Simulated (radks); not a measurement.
Values are calculated unless marked as measured or tabulated.
Question: Species: Ru II. Configuration: [Kr] 4d7. Code: a radial shooting solver on a logarithmic mesh with Libxc functionals. Model: Dirac Kohn-Sham, B86b exchange with PBE correlation, spin-unpolarised, spherical densities, point nucleus; open shells are shared between the two j in proportion to 2j + 1. Some entries of the table are withheld. Estimate them.

| orbital | occ. | eigenvalue (eV) | <r^2> (bohr^2) |
|---|---|---|---|
| 1s1/2 | 2 | -21936.55 | 0.001509 |
| 2s1/2 | 2 | -3159.502 | (1) |
| 2p1/2 | 2 | -2919.875 | 0.01876 |
| 2p3/2 | 4 | -2788.912 | 0.02011 |
| 3s1/2 | 2 | -562.5030 | 0.1855 |
| 3p1/2 | 2 | -469.5444 | 0.1822 |
| 3p3/2 | 4 | -447.3270 | 0.1919 |
| 3d3/2 | 4 | (2) | 0.1749 |
| 3d5/2 | 6 | (3) | 0.1780 |
| 4s1/2 | 2 | -83.7684 | 1.179 |
| 4p1/2 | 2 | (4) | (5) |
| 4p3/2 | 4 | (6) | (7) |
| 4d3/2 | 2.8 | -12.7653 | 3.251 |
| 4d5/2 | 4.2 | -12.4333 | 3.343 |

Answer: 
(1) 2s1/2 <r^2> (bohr^2): 0.02495
(2) 3d3/2 eigenvalue (eV): -282.8389
(3) 3d5/2 eigenvalue (eV): -278.5112
(4) 4p1/2 eigenvalue (eV): -56.1717
(5) 4p1/2 <r^2> (bohr^2): 1.409
(6) 4p3/2 eigenvalue (eV): -52.8016
(7) 4p3/2 <r^2> (bohr^2): 1.490
